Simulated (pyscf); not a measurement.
Optimised with ωB97X-D3(BJ)/def2-SVP in PySCF. Correlated levels are frozen-core, on RHF or UHF. ΔMP2 is the change of the MP2 total energy from the triple- to the quadruple-zeta basis.

**Question.** For `[NH][NH][SiH3]` [doublet] -> `[NH2][N][SiH3]` [doublet], a hydrogen shift (doublet surface; H–N broken, H–N formed), PBE/def2-TZVP gives ΔE‡ = 2.21 eV and ΔE = +0.03 eV (zero: the reactant's lowest minimum found). In which direction and how far do B3LYP-D3(BJ)/def2-TZVP, M06-2X/def2-TZVP, CCSD(T)/def2-TZVPP + ΔMP2(QZVPP) move these?

**Answer.** B3LYP-D3(BJ): ΔE‡ = 2.43 eV, ΔE = +0.06 eV; M06-2X: ΔE‡ = 2.40 eV, ΔE = +0.08 eV; CCSD(T): ΔE‡ = 2.41 eV, ΔE = +0.12 eV. PBE's barrier lies under all of them, by 0.19 to 0.22 eV. Its reaction energy lies under all of them, by 0.03 to 0.09 eV. Low barriers are usual for a GGA, whose delocalisation error favours stretched bonds. •HN–NH–SiH₃ lies 2.00 eV over its isomer H₂N–SiH•–NH₂ (electronic energy, ωB97M-D3(BJ)). H₂N–N•–SiH₃ lies 2.06 eV over its isomer H₂N–SiH•–NH₂ (electronic energy, ωB97M-D3(BJ)). This is the saddle that the search found; another between the same sides may lie lower. The CCSD(T) − MP2 part came from Ansatz, without density fitting, on the same reference.
